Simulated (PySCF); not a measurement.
Working with the constants of GeF

UHF-CCSD(T) constants of GeF, ²Π (doublet), unpaired electrons π ↑ (Ge def2-TZVPPD, F def2-TZVPPD; no relativity (PySCF 2.14); masses 73.9212 and 18.9984 u):

- ωe: 665.5 cm⁻¹
- ωexe: 3.09 cm⁻¹
- Be: 0.36137 cm⁻¹
- αe: 0.00257 cm⁻¹
- De to Ge + F: 5.20 eV

(1) What force constant and bond length do these constants imply?

(2) Estimate the centrifugal constant D from the Kratzer relation and find the Dunham coefficient a1.

Correlated steps freeze 10 core orbitals. Spin–orbit coupling is left out. The state is the lowest determinant that a PBE0 search found; another state may lie lower at other levels.

Results:

(1) Reduced mass μred = 15.114 u; k = 5.8918×10⁻⁷·μred·ωe² (u, cm⁻¹, mdyn/Å) = 3.94 mdyn/Å; Re = √(16.8576/(μred·Be)) (u, cm⁻¹, Å) = 1.757 Å.

(2) D = 4Be³/ωe² = 4.26e-07 cm⁻¹; a1 = −1 − αeωe/(6Be²) = -3.18.
